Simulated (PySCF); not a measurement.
C$_{5}$H$_{9}$NO (SMILES CN1CCCC1=O), singlet, geometry from GFN2-xTB.

PySCF was given this input:
```python
from pyscf import gto, scf, dft

mol = gto.M(
    atom='''
C     2.107180   -0.105670    0.050773
N     0.692705    0.089059   -0.093321
C     0.149971    0.980337   -1.089728
C    -1.327529    1.098491   -0.698834
C    -1.602510   -0.196793    0.063249
C    -0.235410   -0.624307    0.579633
O    -0.002578   -1.456745    1.426920
H     2.598065    0.831780    0.323616
H     2.545651   -0.478338   -0.879293
H     2.258991   -0.839120    0.841187
H     0.270135    0.549606   -2.093712
H     0.670244    1.942236   -1.066160
H    -1.468409    1.955254   -0.039294
H    -1.971587    1.223546   -1.566887
H    -2.308870   -0.081116    0.882469
H    -1.972743   -0.985648   -0.594598
''',
    basis='def2-sv(p)',
    charge=0,
    spin=0,
    verbose=4,
)

mf = dft.RKS(mol)
mf.xc = 'camb3lyp'
mf = mf.density_fit(auxbasis='def2-universal-jkfit')
mf.kernel()
```

Problem. What does this run give for the Mulliken (on the basis functions themselves) charges in atom order, HOMO-LUMO gap?

Solution. 
```
Item                                                                                                                                                                                                                     Value
------------------------------------------------------------------  ----------------------------------------------------------------------------------------------------------------------------------------------------------
Mulliken (on the basis functions themselves) charges in atom order  C1 -0.14, N2 -0.29, C3 0.00, C4 -0.17, C5 -0.17, C6 0.10, O7 -0.23, H8 0.10, H9 0.10, H10 0.14, H11 0.08, H12 0.09, H13 0.10, H14 0.09, H15 0.11, H16 0.11
HOMO-LUMO gap                                                                                                                                                                                                         10.49 eV
```

Problem. Roughly what does it cost on one core?

Solution. about 15 core-seconds (a rough figure).
